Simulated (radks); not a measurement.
The numbers below are computed, except where a source is named.
Task: The indium ion In19+, 30 electrons, occupied as [Ar] 3d10 4s2. Code: a radial shooting solver on a logarithmic mesh with Libxc functionals. Model: non-relativistic Kohn-Sham, TPSS, spin-polarised, spherical densities, point nucleus; meta-GGA in the generalised Kohn-Sham scheme; relativity is left out, which matters for an element this heavy. Some entries of the table are withheld. Estimate them.

orbital,occ.,eigenvalue (hartree),<r> (bohr),<1/r> (bohr^-1)
1s,2,-1005.389,0.03104,48.49
2s,2,-163.5644,0.1341,11.08
2p,6,-154.0164,(1),(2)
3s,2,-45.58860,0.3568,4.028
3p,6,-41.67111,0.3474,(3)
3d,10,-34.50785,0.3168,(4)
4s,2,-19.68707,0.7589,1.847

Result: 
(1) 2p <r> (bohr): 0.1144
(2) 2p <1/r> (bohr^-1): 11.08
(3) 3p <1/r> (bohr^-1): 3.950
(4) 3d <1/r> (bohr^-1): 3.815
